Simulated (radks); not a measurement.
Values are calculated unless marked as measured or tabulated.
Q: A nucleus of charge 77.6 with 77 electrons, configuration [Xe] 4f14 5d7 6s2. Code: a radial shooting solver on a logarithmic mesh with Libxc functionals. Model: Dirac Kohn-Sham, LDA (Slater exchange, Perdew-Wang correlation), spin-unpolarised, spherical densities, finite nucleus; open shells are shared between the two j in proportion to 2j + 1; Fermi nuclear charge, rms radius 5.4032 fm. Some entries of the table are withheld. Estimate them.

| orbital | occ. | eigenvalue (hartree) | <1/r> (bohr^-1) |
|---|---|---|---|
| 1s1/2 | 2 | -2840.615 | 93.11 |
| 2s1/2 | 2 | -498.1543 | 22.82 |
| 2p1/2 | 2 | -477.6636 | (1) |
| 2p3/2 | 4 | -415.7096 | (2) |
| 3s1/2 | 2 | -117.0319 | 8.378 |
| 3p1/2 | 2 | -107.7839 | (3) |
| 3p3/2 | 4 | -94.18972 | (4) |
| 3d3/2 | 4 | -78.65792 | 7.143 |
| 3d5/2 | 6 | -75.72185 | 6.900 |
| 4s1/2 | 2 | -25.29502 | 3.542 |
| 4p1/2 | 2 | -21.37466 | (5) |
| 4p3/2 | 4 | -18.13691 | (6) |
| 4d3/2 | 4 | -11.68594 | 2.860 |
| 4d5/2 | 6 | -11.08413 | 2.774 |
| 5s1/2 | 2 | -3.99544 | (7) |
| 4f5/2 | 6 | -2.84700 | 2.379 |
| 5p1/2 | 2 | -2.74260 | 1.297 |
| 4f7/2 | 8 | -2.72489 | 2.345 |
| 5p3/2 | 4 | -2.20317 | 1.163 |
| 5d3/2 | 2.8 | -0.54956 | 0.8370 |
| 5d5/2 | 4.2 | -0.49729 | 0.8030 |
| 6s1/2 | 2 | -0.42843 | 0.4770 |

A: 
(1) 2p1/2 <1/r> (bohr^-1): 22.80
(2) 2p3/2 <1/r> (bohr^-1): 18.75
(3) 3p1/2 <1/r> (bohr^-1): 8.298
(4) 3p3/2 <1/r> (bohr^-1): 7.243
(5) 4p1/2 <1/r> (bohr^-1): 3.434
(6) 4p3/2 <1/r> (bohr^-1): 3.065
(7) 5s1/2 <1/r> (bohr^-1): 1.423
